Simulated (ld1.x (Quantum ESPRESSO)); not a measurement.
u(r) = r·R(r): atom against pseudo-atom (scandium)

Columns: radius, all-electron u(r) and pseudo u(r) of the 3s shell (level -70.26 eV) of scandium in the configuration [Ne] 3s2 3p6 3d1 4s0 4p0; Wu–Cohen, scalar-relativistic, TM scheme, ld1.x (Quantum ESPRESSO) 7.5.

| r (bohr) | all-electron | pseudo |
| --- | --- | --- |
| 0.127 | -0.2172 | 0.1114 |
| 0.254 | -0.5500 | 0.2369 |
| 0.381 | -0.1793 | 0.3901 |
| 0.508 | 0.3416 | 0.5780 |
| 0.635 | 0.7481 | 0.7856 |
| 0.762 | 0.9834 | 0.9657 |
| 0.889 | 1.0709 | 1.0610 |
| 1.016 | 1.0553 | 1.0544 |
| 1.143 | 0.9784 | 0.9784 |
| 1.270 | 0.8712 | 0.8712 |
| 1.397 | 0.7542 | 0.7542 |
| 1.524 | 0.6395 | 0.6395 |
| 1.651 | 0.5336 | 0.5336 |
| 1.778 | 0.4397 | 0.4397 |
| 1.905 | 0.3586 | 0.3586 |
| 2.032 | 0.2900 | 0.2900 |
| 2.159 | 0.2330 | 0.2330 |
| 2.286 | 0.1861 | 0.1861 |
| 2.413 | 0.1480 | 0.1480 |
| 2.540 | 0.1173 | 0.1173 |
| 2.667 | 0.0927 | 0.0927 |
| 2.794 | 0.0730 | 0.0730 |
| 2.921 | 0.0574 | 0.0574 |
| 3.048 | 0.0450 | 0.0450 |
| 3.175 | 0.0352 | 0.0352 |
| 3.302 | 0.0275 | 0.0275 |

Task: How many radial nodes do the two functions have?

Result: The all-electron 3s function has n − l − 1 = 2 (the table is too coarse to show those close to the nucleus); the pseudo-wave has 0, since the states of the same l below it are removed with the core.

Task: At about which radius was the pseudo-wave matched?

Result: 1.18 bohr, where the columns begin to agree (steps of 0.13 bohr).

Task: Is the pseudo-wave norm-conserving?

Result: Yes: the TM scheme keeps the norm inside the radius equal to the all-electron one, which fixes the energy derivative of the logarithmic derivative at the level.
